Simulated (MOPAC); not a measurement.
Input for MOPAC: PM7 on NaC, 2S+1 = 4, a spin state set in the input, which need not be the lowest, a point of a bond scan (R = 2.129 Å).

```
PM7 1SCF PRECISE CHARGE=0 UHF MS=1.5 THREADS=1
CNa

C      0.00000000 1     0.00000000 1     0.00000000 1
Na     0.00000000 1     0.00000000 1     2.12859000 1
```

Program output:

```
*******************************************************************************
 **                                                                           **
 **                              MOPAC v23.2.5                                **
 **                                                                           **
 *******************************************************************************
 ** MOPAC's Digital Object Identifier: https://doi.org/10.5281/zenodo.6511958 **
 **                                                                           **
 ** Please cite the open-source release paper for use of this MOPAC version:  **
 ** J. E. Moussa and J. J. P. Stewart (2026)                                  **
 ** MOPAC: An open-source semiempirical molecular orbital program             **
 ** J. Open Source Softw., 11(119), 8025, https://doi.org/10.21105/joss.08025 **
 *******************************************************************************

                              PM7 CALCULATION RESULTS

 *******************************************************************************
 *  PM7        - The PM7 Hamiltonian to be used
 *  UHF        - UNRESTRICTED HARTREE-FOCK CALCULATION
 *
 *
 *
 *                 CHARGE ON SYSTEM = 0
 *
 *
 *
 *  MS=        - IN MECI, MAGNETIC COMPONENT OF SPIN =  1.5
 *  PRECISE    - TIGHTER CRITERIA TO BE USED
 *  1SCF       - DO 1 SCF AND THEN STOP
 *  THREADS=1  - MULTI-THREADING NOT USED
 *  T=         - A TIME OF 172800.0 SECONDS REQUESTED
 *  DUMP=N     - RESTART FILE WRITTEN EVERY 7200.0 SECONDS REQUESTED
 *******************************************************************************
PM7 1SCF PRECISE CHARGE=0 UHF MS=1.5 THREADS=1
 CNa

   ATOM   CHEMICAL          X               Y               Z
  NUMBER   SYMBOL      (ANGSTROMS)     (ANGSTROMS)     (ANGSTROMS)

     1       C          0.00000000  *   0.00000000  *   0.00000000  *
     2      Na          0.00000000  *   0.00000000  *   2.12859000  *



          CARTESIAN COORDINATES

    NO.       ATOM           X           Y           Z

     1         C          0.0000      0.0000      0.0000
     2        Na          0.0000      0.0000      2.1286

 General Reference for PM7:
 "Optimization of Parameters for Semiempirical Methods VI: More Modifications to the
 NDDO Approximations and Re-optimization of Parameters", J. J. P. Stewart, J. Mol. Mod., 1:32, 19 (2013)
 https://link.springer.com/article/10.1007/s00894-012-1667-x

           Empirical Formula: C Na  =     2 atoms



      MOLECULAR POINT GROUP   :   C*v


          UHF CALCULATION, NO. OF ALPHA ELECTRONS =    4
                           NO. OF BETA  ELECTRONS =    1

 -------------------------------------------------------------------------------
 PM7 1SCF PRECISE CHARGE=0 UHF MS=1.5 THREADS=1
 CNa



     1SCF WAS SPECIFIED, SO BFGS WAS NOT USED
     SCF FIELD WAS ACHIEVED


                              PM7 CALCULATION
                                                       MOPAC v23.2.5 Linux




          FINAL HEAT OF FORMATION =        158.68763 KCAL/MOL =     663.94904 KJ/MOL


          COSMO AREA              =        102.99 SQUARE ANGSTROMS
          COSMO VOLUME            =         94.40 CUBIC ANGSTROMS

          IONIZATION POTENTIAL    =          6.906888 EV
          ALPHA SOMO LUMO (EV)    =         -6.907  3.246
          BETA  SOMO LUMO (EV)    =        -11.997  2.967
          NO. OF ALPHA ELECTRONS  =          4
          NO. OF BETA  ELECTRONS  =          1
          MOLECULAR WEIGHT        =         35.0008         POINT GROUP:  C*v

          MOLECULAR DIMENSIONS (Angstroms)

            Atom       Atom       Distance
           Na     2    C     1     2.12859
           Na     2    C     1     0.00000
            C     1   Na     2     0.00000


          SCF CALCULATIONS        =          1





   ATOM   CHEMICAL          X               Y               Z
  NUMBER   SYMBOL      (ANGSTROMS)     (ANGSTROMS)     (ANGSTROMS)

     1       C          0.00000000  *   0.00000000  *   0.00000000  *
     2      Na          0.00000000  *   0.00000000  *   2.12859000  *

                             CARTESIAN COORDINATES

   1    C        0.000000000     0.000000000     0.000000000
   2   Na        0.000000000     0.000000000     2.128590000


           Empirical Formula: C Na  =     2 atoms



      MOLECULAR POINT GROUP   :   C*v


          ALPHA EIGENVALUES
 -14.24217  -7.55080  -6.90689  -6.90689   3.24606   6.80115   7.23790   7.23790


           BETA EIGENVALUES
 -11.99679   2.96740   4.36991   4.36991   4.49993   7.27350   7.34132   7.34132


              NET ATOMIC CHARGES AND DIPOLE CONTRIBUTIONS

  ATOM NO.   TYPE          CHARGE      No. of ELECS.   s-Pop       p-Pop
    1          C          -0.671376        4.6714     1.73690     2.93448
    2         Na           0.671376        0.3286     0.00792     0.32070
 DIPOLE           X         Y         Z       TOTAL
 POINT-CHG.     0.000     0.000     6.864     6.864
 HYBRID         0.000     0.000    -0.270     0.270
 SUM            0.000     0.000     6.594     6.594


          ATOMIC ORBITAL ELECTRON POPULATIONS

     Atom    s        px        py        pz
    1  C   1.73690   0.98869   0.98869   0.95710
    2 Na   0.00792   0.01131   0.01131   0.29808


                    (SZ)    =    1.500000
                    (S**2)  =    3.750173


          ATOMIC ORBITAL SPIN POPULATIONS

    Atom   Total    s     px     py     pz
         Atomic
    1  C  2.9316  0.127  0.989  0.989  0.827
    2 Na  0.0684  0.001  0.011  0.011  0.045

 **********************
 *                    *
 * JOB ENDED NORMALLY *
 *                    *
 **********************




 == MOPAC DONE ==
```

The run finished.

Cost: roughly 0.04 core-seconds.
